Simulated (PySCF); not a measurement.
ZrOBr, doublet: molecular constants

Method: PySCF, UPBE0, basis Zr def2-TZVP with ECP28, O def2-TZVP, Br def2-TZVP (scalar-relativistic core potentials, no spin–orbit coupling, density fitting).

The structure is a higher-order saddle point with 2 imaginary modes (one degenerate set).

```xyz
3
charge 0 multiplicity 2, angstrom
Zr    0.0000    0.0000   -0.9886
O     0.0000    0.0000   -2.7321
Br    0.0000    0.0000    1.6803
```

```json
{
 "Point group": "C∞v",
 "Bond lengths": "Zr–Br 2.669 Å, Zr–O 1.743 Å",
 "Bond angles": "Br–Zr–O 180.0°",
 "Spin squared ⟨S²⟩": "0.758",
 "Rotational constants": "0.0392 cm⁻¹",
 "Zero-point energy (real modes)": "7.0 kJ/mol",
 "Atomisation energy without zero-point energy": "1108 kJ/mol",
 "Principal polarisabilities": "47.9, 47.9, 82.7 bohr³",
 "Principal quadrupole moments (Buckingham, traceless) about the centre of mass": "-23.22, 11.61, 11.61 D Å",
 "Highest occupied level (α)": "-5.60 eV",
 "Dipole moment": "0.60 D",
 "Lowest empty level (α)": "-3.23 eV"
}
```

Harmonic modes (masses in u: Zr 89.905, O 15.995, Br 78.918):
```tsv
symmetry	ω (cm⁻¹)	IR (km/mol, summed over degenerate members)	μ (u)
π	109i	–	22.79
σ+	224	30.7	66.64
σ+	947	364	18.16
```

In C∞v the vibrations span π + 2σ+.

Charges (e):
```csv
atom,Mulliken,Löwdin,polar tensor,spin (Mulliken),Mayer order to Zr1
Zr1,1.12,0.47,1.92,1.13,–
O2,-0.59,-0.34,-1.19,-0.11,2.11
Br3,-0.53,-0.14,-0.73,-0.03,0.84
```

Mulliken populations on Zr1 (electrons outside its core potential): s 2.15, p 6.21, d 2.44, f 0.07.

Other isomers or separated fragments may lie lower. Other spin states or occupations of the open shell can lie lower. At this level a doublet minimum of Cs symmetry lies 65 kJ/mol below this structure.

The final relaxation and frequency run took 45 s on 4 threads of a shared Intel Xeon Platinum 8488C (Sapphire Rapids) host, with 119 basis functions and 11 gradients; the process peaked at 1 GiB. Launch command: `OMP_NUM_THREADS=4 python axn.py task.json out`.
